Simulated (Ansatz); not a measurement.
A geometry relaxed with Ansatz (a first-principles code) with PBE0-D4/def2-TZVP, charge 0, multiplicity 1:

```xyz
11

C     -1.1791    -0.3471     0.1067
H      0.8181     1.5468     1.0770
H     -0.0854     0.7087    -1.3932
H     -2.0357     0.3297     0.0947
H     -1.3849    -1.1885    -0.5583
H      1.3514    -1.4844    -0.9396
H     -1.0730    -0.7283     1.1266
O      0.1684     1.6598     0.3795
H      2.0822    -0.3953     0.6593
C      0.0694     0.4375    -0.3401
B      1.2686    -0.5388    -0.2127
```

### Question
Write the SMILES of this molecule.

### Answer
`B[C@@H](C)O`
